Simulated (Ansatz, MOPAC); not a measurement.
Breaking a bond: SeAl (cation, charge +1), lowest singlet found (which spin is the ground state isn't settled by this scan).

- PM6, restricted, heats of formation (MOPAC)
- FCI = full CI/cc-pVDZ, cores with 3d frozen (Ansatz, an electronic-structure program)

Energies relative to the lowest point of each curve between 2.21 and 2.88 Å, where full CI is lowest, in kcal/mol; the last columns give the difference from FCI:

```
R / Å   PM6   FCI  PM6 − FCI
-----  ----  ----  ---------
2.21   28.4   2.1       26.2
2.30   14.7   0.1       14.6
2.35    9.5   0.0        9.5
2.43    3.9   1.1        2.8
2.53    0.6   3.8       -3.2
2.62    0.0   7.1       -7.1
2.72    1.0  10.9       -9.9
2.88    4.5  16.6      -12.1
```

PM6 is furthest from FCI at 2.21 (26.2 kcal/mol, above); its mean absolute difference over the points is 10.7 kcal/mol.

The scan ran from 1.74 to 8.17 Å; beyond the distances shown full CI changes its symmetry label. The restricted form behind PM6 keeps the bonding electrons paired and can't separate into open-shell fragments. Also computed but left out beside FCI, since their determinant holds another spin at the minimum (<S²> over 0.7 above the pure value): UMP2, UKS-PBE, UKS-PBE0, UKS-B3LYP/6-31G*.
